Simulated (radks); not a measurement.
Problem. Species: the gallium ion Ga5+. Configuration: [Ar] 3d7.5 4f0.5 (fractional occupations, a model configuration). Method: Dirac Kohn-Sham, exchange-only LDA, spin-unpolarised, spherical densities, point nucleus; open shells fill j = l - 1/2 first; computed with a radial shooting solver on a logarithmic mesh with Libxc functionals.

Spin-orbit splittings of the eigenvalues, e(l+1/2) - e(l-1/2), with zeta = 2 splitting/(2l+1) and mean radii in bohr:

| shell | occ. | splitting (eV) | zeta (eV) | <r> j=l-1/2 | <r> j=l+1/2 |
|---|---|---|---|---|---|
| 2p | 6 | 27.58 | 18.39 | 0.1885 | 0.1920 |
| 3p | 6 | 3.878 | 2.585 | 0.6506 | 0.6600 |
| 3d | 7.5 | 0.5688 | 0.2275 | 0.6926 | 0.6959 |
| 4f | 0.5 | ? | ? | 3.016 | 3.017 |

Estimate the 4f splitting.

Solution. 0.001836 eV (zeta = 0.0005245 eV).
